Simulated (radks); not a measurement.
Results of a calculation; reference values are marked as such.
Valence configurations of Hf (all share [Xe]). Level of theory: scalar-relativistic Kohn-Sham, r2SCAN, spin-polarised, spherical densities, finite nucleus; open shells are filled with parallel spins first (spin-orbit coupling, left out, can overturn this in heavy ions); meta-GGA in the generalised Kohn-Sham scheme; Fermi nuclear charge, rms radius 5.347 fm (a radial shooting solver on a logarithmic mesh with Libxc functionals). Energies are relative to 4f14 5d2 6s2; eigenvalues in eV for spin up.

| valence | E (eV) | moment (Bohr magnetons) | e(4f) | e(5d) | e(6p) | e(6s) |
|---|---|---|---|---|---|---|
| 4f14 5d2 6s2 | 0.000 | 2 | -17.008 | -3.177 | - | -5.601 |
| 4f14 6s2 6p2 | 5.310 | 2 | -24.381 | - | -3.666 | -8.502 |
| 4f13 5d3 6s2 | 16.466 | 4 | -25.362 | -4.589 | - | -6.012 |
| 4f13.5 6s2 6p2.5 | 16.970 | 3 | -30.820 | - | -4.243 | -9.531 |
| 4f14 5d2.5 6s1.5 | 0.614 | 3 | -16.063 | -2.863 | - | -5.634 |
| 4f14 5d2 6s1 6p1 | 2.282 | 4 | -18.236 | -4.405 | -2.498 | -6.894 |
| 4f14 5d1.5 6s2 6p0.5 | 0.976 | 2 | -18.784 | -4.232 | -2.073 | -6.366 |
| 4f13 5d2 6s2 6p1 | 20.202 | 4 | -29.326 | -7.033 | -2.730 | -7.644 |
| 4f14 5d3 6s1 | 0.812 | 4 | -15.111 | -2.512 | - | -5.541 |
| 4f14 5d3 6p1 | 4.812 | 4 | -16.529 | -3.553 | -2.180 | - |

NIST lists [Xe] 4f14 5d2 6s2 as the ground configuration; this level of theory agrees among the configurations tried. The energies are those of spherical high-spin densities, not of single terms.
